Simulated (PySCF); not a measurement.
C₄H₆BFO. Atoms are numbered in the order given.

```xyz
13

F      0.0924     2.3449     0.0000
B      0.0134     1.0121     0.0000
C     -1.3832     0.2882     0.0000
C     -1.2249    -1.2083     0.0000
C     -0.0267    -1.8022     0.0000
C      1.2829    -1.0682     0.0000
O      1.1846     0.3472     0.0000
H     -1.9757     0.6258     0.8722
H     -1.9757     0.6258    -0.8722
H     -2.1270    -1.8300     0.0000
H      0.0533    -2.8945     0.0000
H      1.8807    -1.3632     0.8824
H      1.8807    -1.3632    -0.8824
```

Geometry optimised at B3LYP-D3(BJ)/def2-SVP. This is a generated structure with no PubChem entry under its InChIKey; it may be hypothetical. The values are those of a single conformer.

Computed with PBE/pcSseg-1 (PySCF).

GIAO shieldings, no solvent; atoms alike by connectivity are averaged. δ = σ(ref) − σ: ¹⁹F against CFCl3 (σ = 133.6 ppm); ¹¹B against BF3 (σ = 83.9 ppm); ¹³C against TMS (σ = 182.0 ppm); ¹⁷O against H2O (σ = 334.3 ppm); ¹H against TMS (σ = 31.49 ppm), references at their B3LYP-D3(BJ)/def2-TZVP geometries, non-relativistic.

```
nucleus     atoms  count  δ (ppm)
-------  --------  -----  -------
¹⁹F            F1      1   -107.1
¹¹B            B2      1     17.0
¹³C            C5      1    134.6
¹³C            C4      1    134.1
¹³C            C6      1     75.7
¹³C            C3      1     14.9
¹⁷O            O7      1    159.0
¹H            H10      1     6.25
¹H            H11      1     5.92
¹H       H12, H13      2     5.33
¹H         H8, H9      2     1.85
```
